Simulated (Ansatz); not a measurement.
Ideal-gas functions of ClHZn, SMILES `[Cl][ZnH]` at 400 K and 1 bar, from an Ansatz frequency run at PBE0-D4/def2-TZVP.

Molar mass 101.85 g/mol, point group C∞v (symmetry number 1), electronic degeneracy 1, moments of inertia 106.679 u Å². Harmonic wavenumbers (cm⁻¹, unscaled): 423, 444, 444, 1978.

Use S(trans) = R[1.5 ln M + 2.5 ln T − 1.1517]; rotational temperatures θ = 24.2544 K / I; S(rot) = R[ln(T/σθ) + 1]; for each mode x = 1.438777 ν̃/T, S = R[x/(eˣ − 1) − ln(1 − e⁻ˣ)] and H = RT x/(eˣ − 1); 1 cm⁻¹ = 0.0119627 kJ/mol; R = 8.31446 J/(mol·K).

Q: By hand: the entropy, in J/(mol·K).

A: Translation 172.6. Rotation: θ = 0.2274 K, giving 70.4. Vibration, mode by mode: 5.58, 5.25, 5.25, 0.05, in all 16.1. Electronic 0.0. Sum 259.1 J/(mol·K).

Q: By hand: H − E and G − E in kJ/mol, counted from the electronic energy.

A: Zero-point energy ½ × 3289 × 0.0119627 = 19.7; thermal vibration 4.1; translation, rotation and pV give 3.5 RT = 11.6. H − E = 35.4 kJ/mol, and G − E = 35.4 − 400 × 259.1/1000 = -68.2 kJ/mol.

Vibration gives 6 % of the entropy.
